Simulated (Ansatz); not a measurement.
Harmonic vibrations of `[C]#C[SiH2]F` radical by finite differences.

```yaml
crystal:
  periodic: [false, false, false]
  atoms:
    - {symbol: C, position_ang: [0.789909, -2.057938, 1.137137]}
    - {symbol: C, position_ang: [0.399181, -1.059003, 0.573016]}
    - {symbol: Si, position_ang: [-0.140216, 0.471794, -0.252890]}
    - {symbol: F, position_ang: [-1.487197, 0.179826, -1.051609]}
    - {symbol: H, position_ang: [0.894624, 0.895893, -1.218088]}
    - {symbol: H, position_ang: [-0.414302, 1.505426, 0.766334]}
basis:
  gaussian: {orbitals: def2-TZVP}
magnetization: {spin_polarized: true, initial_magnetization: 1}
hamiltonian: {xc: pbe0, dispersion: d4}
phonons: {temperatures: {t_min: 298.15, t_max: 900, t_step: 200}}
```

```sh
$ ansatz run in.yaml --threads 2 --pin off --events-out ev --progress --plain --max-ram 22528MiB --backend cpu
```

Output, abridged:

```
Functional definition: PBE0
mean field -12691.27750116 eV, -466.3958457109 hartree, gradient 3.1e-5 eV, S^2 0.788137; 4 other end points of the search recorded, 0 dependent functions left out
mean field -12691.27747841 eV, -466.3958448747 hartree, gradient 2.6e-6 eV, S^2 0.788319; 0 other end points of the search recorded, 0 dependent functions left out
mean field -12691.27745885 eV, -466.3958441560 hartree, gradient 2.9e-6 eV, S^2 0.787957; 0 other end points of the search recorded, 0 dependent functions left out
mean field -12691.27727007 eV, -466.3958372185 hartree, gradient 1.2e-6 eV, S^2 0.787667; 0 other end points of the search recorded, 0 dependent functions left out
mean field -12691.27731643 eV, -466.3958389222 hartree, gradient 1.2e-6 eV, S^2 0.788615; 0 other end points of the search recorded, 0 dependent functions left out
mean field -12691.27744804 eV, -466.3958437587 hartree, gradient 1.0e-6 eV, S^2 0.788404; 0 other end points of the search recorded, 0 dependent functions left out
mean field -12691.27742062 eV, -466.3958427510 hartree, gradient 1.0e-6 eV, S^2 0.787874; 0 other end points of the search recorded, 0 dependent functions left out
mean field -12691.27745600 eV, -466.3958440513 hartree, gradient 2.6e-6 eV, S^2 0.787953; 0 other end points of the search recorded, 0 dependent functions left out
mean field -12691.27745505 eV, -466.3958440164 hartree, gradient 2.8e-6 eV, S^2 0.788322; 0 other end points of the search recorded, 0 dependent functions left out
mean field -12691.27723833 eV, -466.3958360518 hartree, gradient 1.4e-6 eV, S^2 0.788638; 0 other end points of the search recorded, 0 dependent functions left out
mean field -12691.27724771 eV, -466.3958363967 hartree, gradient 2.0e-6 eV, S^2 0.787645; 0 other end points of the search recorded, 0 dependent functions left out
mean field -12691.27741596 eV, -466.3958425799 hartree, gradient 3.0e-6 eV, S^2 0.787864; 0 other end points of the search recorded, 0 dependent functions left out
mean field -12691.27741289 eV, -466.3958424670 hartree, gradient 3.2e-6 eV, S^2 0.788412; 0 other end points of the search recorded, 0 dependent functions left out
mean field -12691.27738302 eV, -466.3958413691 hartree, gradient 2.5e-6 eV, S^2 0.788154; 0 other end points of the search recorded, 0 dependent functions left out
mean field -12691.27736691 eV, -466.3958407771 hartree, gradient 3.1e-6 eV, S^2 0.788119; 0 other end points of the search recorded, 0 dependent functions left out
mean field -12691.27741721 eV, -466.3958426256 hartree, gradient 1.8e-6 eV, S^2 0.788096; 0 other end points of the search recorded, 0 dependent functions left out
mean field -12691.27737860 eV, -466.3958412067 hartree, gradient 2.5e-6 eV, S^2 0.788179; 0 other end points of the search recorded, 0 dependent functions left out
mean field -12691.27738894 eV, -466.3958415867 hartree, gradient 3.5e-6 eV, S^2 0.788161; 0 other end points of the search recorded, 0 dependent functions left out
mean field -12691.27739057 eV, -466.3958416466 hartree, gradient 2.7e-6 eV, S^2 0.788112; 0 other end points of the search recorded, 0 dependent functions left out
mean field -12691.27741122 eV, -466.3958424057 hartree, gradient 1.0e-6 eV, S^2 0.788125; 0 other end points of the search recorded, 0 dependent functions left out
mean field -12691.27743187 eV, -466.3958431645 hartree, gradient 1.1e-6 eV, S^2 0.788150; 0 other end points of the search recorded, 0 dependent functions left out
mean field -12691.27749488 eV, -466.3958454801 hartree, gradient 1.2e-6 eV, S^2 0.788142; 0 other end points of the search recorded, 0 dependent functions left out
mean field -12691.27748566 eV, -466.3958451411 hartree, gradient 9.7e-7 eV, S^2 0.788133; 0 other end points of the search recorded, 0 dependent functions left out
mean field -12691.27746005 eV, -466.3958442001 hartree, gradient 1.6e-6 eV, S^2 0.788128; 0 other end points of the search recorded, 0 dependent functions left out
mean field -12691.27747673 eV, -466.3958448129 hartree, gradient 1.8e-6 eV, S^2 0.788147; 0 other end points of the search recorded, 0 dependent functions left out
mean field -12691.27746412 eV, -466.3958443496 hartree, gradient 1.7e-6 eV, S^2 0.788137; 0 other end points of the search recorded, 0 dependent functions left out
mean field -12691.27747398 eV, -466.3958447119 hartree, gradient 1.6e-6 eV, S^2 0.788138; 0 other end points of the search recorded, 0 dependent functions left out
mean field -12691.27749257 eV, -466.3958453952 hartree, gradient 1.9e-6 eV, S^2 0.788144; 0 other end points of the search recorded, 0 dependent functions left out
mean field -12691.27748803 eV, -466.3958452281 hartree, gradient 2.9e-6 eV, S^2 0.788130; 0 other end points of the search recorded, 0 dependent functions left out
mean field -12691.27747014 eV, -466.3958445708 hartree, gradient 2.1e-6 eV, S^2 0.788134; 0 other end points of the search recorded, 0 dependent functions left out
mean field -12691.27747442 eV, -466.3958447281 hartree, gradient 2.3e-6 eV, S^2 0.788141; 0 other end points of the search recorded, 0 dependent functions left out
mean field -12691.27748917 eV, -466.3958452700 hartree, gradient 1.9e-6 eV, S^2 0.788136; 0 other end points of the search recorded, 0 dependent functions left out
mean field -12691.27749534 eV, -466.3958454968 hartree, gradient 1.9e-6 eV, S^2 0.788139; 0 other end points of the search recorded, 0 dependent functions left out
mean field -12691.27747114 eV, -466.3958446074 hartree, gradient 2.1e-6 eV, S^2 0.788145; 0 other end points of the search recorded, 0 dependent functions left out
mean field -12691.27746770 eV, -466.3958444812 hartree, gradient 1.9e-6 eV, S^2 0.788129; 0 other end points of the search recorded, 0 dependent functions left out
mean field -12691.27746596 eV, -466.3958444172 hartree, gradient 1.9e-6 eV, S^2 0.788135; 0 other end points of the search recorded, 0 dependent functions left out
mean field -12691.27747395 eV, -466.3958447109 hartree, gradient 2.9e-6 eV, S^2 0.788140; 0 other end points of the search recorded, 0 dependent functions left out
Total energy: -12691.36864538 eV, -466.3991951992 hartree
Atom 0 at     0.789909    -2.057938     1.137137 Å, force     0.000256    -0.001035     0.000620 eV/Å
Atom 1 at     0.399181    -1.059003     0.573016 Å, force    -0.001185     0.000106    -0.000969 eV/Å
Atom 2 at    -0.140216     0.471794    -0.252890 Å, force     0.001308     0.000285     0.000758 eV/Å
Atom 3 at    -1.487197     0.179826    -1.051609 Å, force     0.000296    -0.000765     0.000313 eV/Å
Atom 4 at     0.894624     0.895893    -1.218088 Å, force     0.000235     0.000385    -0.001411 eV/Å
Atom 5 at    -0.414302     1.505426     0.766334 Å, force    -0.000909     0.001023     0.000689 eV/Å
Dipole moment:     0.196756     0.110876     0.095711 e Å
Vibrations: 132.27 166.47 325.22 638.65 642.21 730.37 877.34 922.88 959.54 2165.38 2272.29 2276.81 cm⁻¹, zero-point energy 0.750689 eV
```

It took 63 s on 2 threads of an AMD EPYC 7R13 on a shared host, with 0.35 GiB of host memory at the peak.
